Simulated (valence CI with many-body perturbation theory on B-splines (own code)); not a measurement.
# Pm⁴⁵⁺: what each term of the Hamiltonian does

Calculated by configuration interaction combined with many-body perturbation theory (CI+MBPT): six valence electrons over a frozen Dirac-Fock core [Ne], radial functions for each j: 9 s, 9 p, 8 d, 6 f, 3 g, 1 h, with the one-electron correlation potential Σ1, the two-electron term Σ2, the three-electron term Σ3, Breit, model QED; selected CI, second order for the rest, scaled by the run's own slope (own B-spline code, finite nucleus).

The last digits are not significant, and no measured levels were compared; by estimate large intervals hold to a few tenths of a per cent, small ones and those within an open d or f shell to about a per cent. Among the levels kept, up to 1100 cm⁻¹ of a level comes from second order outside the variational space, and about a tenth of that is noise between levels of different J, which matters for small intervals.

Each rung adds one term. CI alone is the Dirac-Coulomb CI over the frozen core; QED comes last and gives the full result, which names the levels. Energies are above (3s^2 3p1/2^2 3p3/2^2) J=2 on the same rung, in eV.

Levels are named by their leading jj configuration (3d3/2^4 stands for four electrons in 3d with j = 3/2), which in mixed levels can hold well under half, so a name can repeat and another be missing. Letters in brackets count levels of one name in rising energy.

```
                             Level  CI alone      Σ1      Σ2      Σ3   Breit     QED    Full
        (3s^2 3p1/2^2 3p3/2^2) J=0     15.02  +0.001  -0.035  -0.050  +0.230  -0.004   15.17
          (3s^2 3p1/2 3p3/2^3) J=1    137.78  +0.110  +0.135  +0.005  -1.684  +0.212  136.56
          (3s^2 3p1/2 3p3/2^3) J=2    145.95  +0.111  +0.098  -0.023  -1.923  +0.212  144.43
    (3s^2 3p1/2^2 3p3/2 3d3/2) J=2    183.94  -0.209  -0.347  -0.159  -0.526  -0.325  182.37
    (3s^2 3p1/2^2 3p3/2 3d3/2) J=1    189.41  -0.206  -0.341  -0.167  -0.479  -0.346  187.88
    (3s^2 3p1/2^2 3p3/2 3d3/2) J=0    190.01  -0.207  -0.297  -0.171  -0.228  -0.338  188.77
    (3s^2 3p1/2^2 3p3/2 3d3/2) J=3    190.81  -0.203  -0.335  -0.195  -0.827  -0.315  188.94
    (3s^2 3p1/2^2 3p3/2 3d5/2) J=4    220.64  -0.110  -0.316  -0.193  -1.850  -0.228  217.95
    (3s^2 3p1/2^2 3p3/2 3d5/2) J=2    221.90  -0.111  -0.342  -0.141  -1.526  -0.350  219.43
    (3s^2 3p1/2^2 3p3/2 3d5/2) J=3    240.31  -0.116  -0.586  -0.321  -1.689  -0.233  237.36
    (3s^2 3p1/2^2 3p3/2 3d5/2) J=1    247.50  -0.109  -0.478  -0.342  -1.367  -0.265  244.94
          (3s 3p1/2^2 3p3/2^3) J=2    277.58  -0.111  -0.220  +0.084  -0.507  -1.548  275.28
                (3s^2 3p3/2^4) J=0    289.45  +0.219  +0.225  -0.040  -3.441  +0.401  286.82
          (3s 3p1/2^2 3p3/2^3) J=1    293.62  -0.108  -0.276  +0.059  -0.693  -1.297  291.31
(3s^2 3p1/2 3p3/2^2 3d3/2) J=2 [a]    315.05  -0.098  -0.212  -0.111  -2.439  -0.106  312.08
    (3s^2 3p1/2 3p3/2^2 3d3/2) J=0    315.54  -0.098  -0.163  -0.108  -2.320  -0.144  312.71
(3s^2 3p1/2 3p3/2^2 3d3/2) J=1 [a]    316.22  -0.100  -0.244  -0.111  -2.169  -0.237  313.36
(3s^2 3p1/2 3p3/2^2 3d3/2) J=3 [a]    321.52  -0.095  -0.213  -0.144  -2.806  -0.102  318.16
    (3s^2 3p1/2 3p3/2^2 3d3/2) J=4    329.33  -0.097  -0.205  -0.195  -3.083  -0.105  325.65
```

The middle columns are the shifts that each term adds.

(1) How does the ionisation energy move along the ladder, and which term matters most?

Results:

(1) CI alone 3722.8, + Σ1 3723.7, + Σ2 3723.8, + Σ3 3723.2, + Breit 3720.5, + QED 3720.3 eV. The largest step is Breit, -2.7 eV. NIST lists 3718 ± 4 eV (theoretical).
